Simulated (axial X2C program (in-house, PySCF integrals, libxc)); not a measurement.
## Potential curves of NiC, 2c

Calculated with an in-house relativistic program for diatomic molecules. Two-component (2c) means X2C with spin–orbit coupling and atomic mean-field two-electron Coulomb and Gaunt terms. Basis: Ni dyall-cv3z [9s9p6d3f2g], C dyall-v3z [7s6p2d1f] (cores contracted in-house); Gaussian nuclei, density fitting, unrestricted open shells. Masses: Ni 57.935 u, C 12.000 u.

State: Ω = 0 (closed shell). Energies in eV from the lowest point of each curve. Fits are polynomials in 1 − R0/R over 0.85 to 1.23 times the lowest point R0.

| R (Å) | PBE0 | BP86 |
| --- | --- | --- |
| 1.3798 | 1.0440 | 1.2399 |
| 1.4433 | 0.4418 | 0.5657 |
| 1.4908 | 0.1777 | 0.2556 |
| 1.5384 | 0.0386 | 0.0756 |
| 1.5860 | 0.0000 | 0.0000 |
| 1.6415 | 0.0541 | 0.0149 |
| 1.6970 | 0.1895 | 0.1142 |
| 1.7684 | 0.4492 | 0.3305 |
| 1.8556 | 0.8504 | 0.6826 |
| 1.9825 | 1.5133 | 1.2808 |

The state is a single determinant with fixed occupations, the lowest that a limited PBE0 search found. The closed shell is kept restricted, so the energy runs too high when the bond is stretched far. PBE0 can misorder states that lie within some tenths of an eV, so this need not be the ground state of the molecule. The nearest other 2c determinant of the search, Ω = 2, lies 0.25 eV up at the distance of the search.

Q: What are Re and ωe at the PBE0 level?

A: At PBE0, 2c: Re = 1.583 Å, ωe ≈ 984 cm⁻¹; Be follows as 0.676 cm⁻¹.

Q: Fit the BP86 curve near its minimum: give the equilibrium distance and the harmonic wavenumber.

A: At BP86, 2c: Re = 1.605 Å, ωe ≈ 950 cm⁻¹; Be follows as 0.658 cm⁻¹.
